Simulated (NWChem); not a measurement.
System meant: AgNH₄S; SMILES [SH][Ag]<-[NH3]

NWChem input:

```
start job
memory heap 200 mb stack 900 mb global 1100 mb
geometry units angstroms noautoz
  Ag    -0.035938     0.279024     0.000542
  S     -0.098810    -2.030548     0.000291
  H      1.244883    -2.184650     0.000696
  N     -0.056588     2.472385     0.000817
  H     -1.007860     2.838071    -0.041115
  H      0.445071     2.860332    -0.797835
  H      0.373101     2.860205     0.840439
end
basis spherical
  * library def2-svp
end
dft
  xc b3lyp
  iterations 150
  mulliken
end
task dft energy
```

End of the output:

```
             Northwest Computational Chemistry Package (NWChem) 7.3.0
             --------------------------------------------------------

 C1  symmetry detected

                             Geometry "geometry" -> ""
                             -------------------------

 Output coordinates in angstroms (scale by  1.889725989 to convert to a.u.)

  No.       Tag          Charge          X              Y              Z
 ---- ---------------- ---------- -------------- -------------- --------------
    1 Ag                  47.0000    -0.00098254     0.22083342     0.00000564
    2 S                   16.0000    -0.06042539    -2.08882939     0.00001107
    3 H                    1.0000     1.28349500    -2.24093616     0.00000214
    4 N                    7.0000    -0.02488904     2.41416136     0.00006281
    5 H                    1.0000    -0.97671630     2.77843027    -0.04160240
    6 H                    1.0000     0.47593810     2.80277066    -0.79878926
    7 H                    1.0000     0.40449202     2.80270521     0.83950767

 Effective nuclear repulsion energy (a.u.)     325.2331984025

                                 NWChem DFT Module
                                 -----------------

 Summary of "ao basis" -> "ao basis" (spherical)
 ------------------------------------------------------------------------------
       Tag                 Description            Shells   Functions and Types
 ---------------- ------------------------------  ------  ---------------------
 Ag                         def2-svp                11       31   5s3p2d1f
 S                          def2-svp                 8       18   4s3p1d
 H                          def2-svp                 3        5   2s1p
 N                          def2-svp                 6       14   3s2p1d

            General Information
            -------------------
          SCF calculation type: DFT
          Wavefunction type:  closed shell.
          No. of atoms     :     7
          No. of electrons :    74
           Alpha electrons :    37
            Beta electrons :    37
          Charge           :     0
          Spin multiplicity:     1
          Use of symmetry is: off; symmetry adaption is: off
          Maximum number of iterations: 150
          AO basis - number of functions:    83
                     number of shells:    37
          Convergence on energy requested:  1.00D-06
          Convergence on density requested:  1.00D-05
          Convergence on gradient requested:  5.00D-04

              XC Information
              --------------
                         B3LYP Method XC Potential
                     Hartree-Fock (Exact) Exchange  0.200
                        Slater Exchange Functional  0.800 local
                    Becke 1988 Exchange Functional  0.720 non-local
              Lee-Yang-Parr Correlation Functional  0.810
                  VWN I RPA Correlation Functional  0.190 local

             Grid Information
             ----------------
          Grid used for XC integration:  medium
          Radial quadrature: Mura-Knowles
          Angular quadrature: Lebedev.
          Tag              B.-S. Rad. Rad. Pts. Rad. Cut. Ang. Pts.
          ---              ---------- --------- --------- ---------
          Ag                  1.60      123           9.0       590
          S                   1.00       88          12.0       590
          H                   0.35       45          13.0       434
          N                   0.65       49          12.0       434
          Grid pruning is: on
          Number of quadrature shells:   440
          Spatial weights used:  Erf1

      Superposition of Atomic Density Guess
      -------------------------------------

 Sum of atomic energies:       -1573.54404618

      Non-variational initial energy
      ------------------------------

 Total energy =   -1578.413663
 1-e energy   =   -2809.219624
 2-e energy   =     905.572763
 HOMO         =      -1.124787
 LUMO         =      -1.086886

     ---------------------------------------------
      Total Density - Mulliken Population Analysis
     ---------------------------------------------

    Atom       Charge   Shell Charges
 -----------   ------   -------------------------------------------------------
    1 Ag  47    56.07   2.00  2.01  2.04  3.00 -0.60  6.02  6.77 -0.25 10.04 11.04 14.00
    2 S   16    11.24   2.00  1.99  0.88  0.72  5.90  0.37 -0.56 -0.06
    3 H    1     0.07   0.10 -0.04  0.00
    4 N    7     5.86   1.99  0.91  0.56  1.76  0.64 -0.00
    5 H    1     0.29   0.28 -0.00  0.01
    6 H    1     0.23   0.21  0.01  0.01
    7 H    1     0.24   0.22  0.01  0.01

   convergence    iter        energy       DeltaE   RMS-Dens  Diis-err
 ---------------- ----- ----------------- --------- --------- ---------
 d= 0,ls=0.0,diis     1  -1668.0941388509 -1.99D+03  5.56D-01  1.64D+01
 d= 0,ls=0.0,diis     2  -1648.1512224072  1.99D+01  1.72D-01  1.18D+02
 d= 0,ls=0.0,diis     3  -1670.5913854714 -2.24D+01  1.65D-01  1.45D+01
 d= 0,ls=0.0,diis     4  -1673.9378534765 -3.35D+00  8.30D-02  3.34D+00
 d= 0,ls=0.0,diis     5  -1674.4494709896 -5.12D-01  2.56D-02  7.55D-01
 d= 0,ls=0.0,diis     6  -1674.5305035577 -8.10D-02  5.23D-03  8.21D-02
  Resetting Diis
 d= 0,ls=0.0,diis     7  -1674.5388770824 -8.37D-03  1.52D-03  6.55D-03
 d= 0,ls=0.0,diis     8  -1674.5397976910 -9.21D-04  2.54D-03  4.20D-04
 d= 0,ls=0.0,diis     9  -1674.5395835302  2.14D-04  1.73D-03  1.64D-03
 d= 0,ls=0.0,diis    10  -1674.5398940111 -3.10D-04  1.31D-04  3.44D-05
 d= 0,ls=0.0,diis    11  -1674.5398990858 -5.07D-06  4.25D-05  8.79D-07
 d= 0,ls=0.0,diis    12  -1674.5398992925 -2.07D-07  3.24D-05  1.10D-07
 d= 0,ls=0.0,diis    13  -1674.5398993774 -8.49D-08  2.64D-05  2.62D-08
 d= 0,ls=0.0,diis    14  -1674.5398994189 -4.14D-08  1.88D-05  4.36D-09
 d= 0,ls=0.0,diis    15  -1674.5398994295 -1.06D-08  3.70D-06  4.04D-10

         Total DFT energy =    -1674.539899429484
      One electron energy =    -3151.154368869851
           Coulomb energy =     1225.968681170556
    Exchange-Corr. energy =      -74.587410132642
 Nuclear repulsion energy =      325.233198402455

 Numeric. integr. density =       74.000015441335

                       DFT Final Molecular Orbital Analysis
                       ------------------------------------

 Vector   35  Occ=2.000000D+00  E=-3.003022D-01
              MO Center= -8.6D-03,  2.5D-01,  1.4D-05, r^2= 4.3D+00
   Bfn.  Coefficient  Atom+Function         Bfn.  Coefficient  Atom+Function
  ----- ------------  ---------------      ----- ------------  ---------------
     3      1.249037  1 Ag s                  4     -1.020204  1 Ag s
     2     -0.873204  1 Ag s                 10     -0.475044  1 Ag py
    43     -0.369080  2 S  py                57      0.357540  4 N  s
    62     -0.302202  4 N  py                59      0.256148  4 N  py
    24     -0.245355  1 Ag d  2              22     -0.209493  1 Ag d  0

[...]
```

### Question
What is wrong, and how is it mended?

### Answer
The run ends normally but its numbers are meaningless: the def2 basis of a heavy element holds valence functions alone and wants its effective core potential (without it all electrons must fit into that basis). This input runs:
```
start job
memory heap 200 mb stack 900 mb global 1100 mb
geometry units angstroms noautoz
  Ag    -0.035938     0.279024     0.000542
  S     -0.098810    -2.030548     0.000291
  H      1.244883    -2.184650     0.000696
  N     -0.056588     2.472385     0.000817
  H     -1.007860     2.838071    -0.041115
  H      0.445071     2.860332    -0.797835
  H      0.373101     2.860205     0.840439
end
basis spherical
  * library def2-svp
end
ecp
  Ag library def2-ecp
end
dft
  xc b3lyp
  iterations 150
  mulliken
end
task dft energy
```
It converges to -602.26566 Ha (B3LYP/def2-SVP with def2 effective core potentials on Ag). The faulty run gave -1674.540 Ha, with all electrons squeezed into the valence basis.
